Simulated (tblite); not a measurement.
C3H11PSSi2.
Structure used (GFN2-xTB), in Å, numbered top down from 1:
```
atom  x, y, z in Å
Si1    1.518    1.650    0.232
Si2    0.814   -0.398   -0.657
P3     1.738   -2.268    0.189
C4    -1.070   -0.661   -0.411
C5    -1.866    0.529   -0.943
S6    -1.947    1.286    0.721
C7    -1.486   -0.455    1.045
H8     1.282    1.725    1.676
H9     0.851    2.778   -0.415
H10    2.964    1.803    0.025
H11    0.991   -0.536   -2.119
H12    3.018   -1.908   -0.182
H13    1.911   -1.771    1.467
H14   -1.396   -1.621   -0.821
H15   -1.376    1.159   -1.682
H16   -2.872    0.280   -1.281
H17   -2.370   -1.020    1.341
H18   -0.713   -0.566    1.803
```

Method: GFN2-xTB as coded in tblite; computed harmonic values from a numerical Hessian at the method's own geometry, unscaled. This tight-binding method is rough: wavenumbers can miss measured ones by several per cent, in bad cases by 10 to 20. Modes of hydrogen on phosphorus and silicon can be 10 to 20 % off. One conformer, not necessarily the lowest.

Harmonic wavenumbers (cm⁻¹): 32.5, 63.1, 84.6, 101.2, 104.7, 125.1, 127.3, 267.2, 302.3, 380.8, 443.6, 455.9, 501.5, 556.8, 586.2, 618.2, 650.1, 699.4, 717.3, 721.5, 769.9, 785.8, 795.8, 805.7, 844.5, 930.7, 1013.4, 1016.8, 1061.2, 1063.7, 1152.8, 1176.9, 1194.7, 1218.0, 1234.1, 1462.7, 1469.2, 2111.4, 2213.7, 2244.4, 2269.1, 2309.2, 2399.2, 2928.1, 2970.0, 2973.4, 2987.2, 3001.4.

A = 1637, B = 850.6, C = 667.9 MHz; mass 165.986 u (most abundant isotopes); point group C1, symmetry number 1.

What is the zero-point energy?

½Σν̃ = 26971 cm⁻¹ = 77.11 kcal/mol.

What is S at 200 K and 1 bar for an ideal gas of classical rigid rotors and harmonic oscillators?

Translation 39.27, rotation 29.04, vibration 25.50: S = 93.8 cal/(mol K).

And Cp and H(200 K) − H(0)?

Cp = 32.30 cal/(mol K), of which vibrations give 24.35 (their classical limit is 48 R = 95.4); H(200 K) − H(0) = 4.21 kcal/mol without the zero-point energy, 2.62 from vibrations.

How do the functions run with temperature in this model?

```csv
T (K),S (cal/(mol K)),Cp (cal/(mol K)),H − H(0) (kcal/mol),G − H(0) (kcal/mol),ln q(vib)
100,75.6,21.8,1.53,-6.03,2.77
300,109.1,43.5,8.01,-24.71,9.45
500,135.6,60.5,18.55,-49.25,15.53
800,167.7,75.7,39.19,-94.94,23.80
1000,185.3,82.1,55.00,-130.28,28.75
```

q(vib) and H(0) count from the zero-point level.

Which modes carry the vibrational entropy at 200 K?

32.5 cm⁻¹: 4.88; 63.1 cm⁻¹: 3.57; 84.6 cm⁻¹: 3.00; 101.2 cm⁻¹: 2.66; 104.7 cm⁻¹: 2.60; 125.1 cm⁻¹: 2.26 cal/(mol K); the other 42 give 6.53 together.

What must be added to the electronic energy to get the Gibbs energy at 200 K and 1 bar?

ZPE + [H(200 K) − H(0)] − T·S = 77.11 + 4.21 − 18.76 = 62.56 kcal/mol.

Hindered rotation and anharmonicity are outside this model. Other conformers, if any are populated, would add a mixing term that is left out. The structure is chiral; the term R ln 2 for an equal mix with its mirror image is left out.
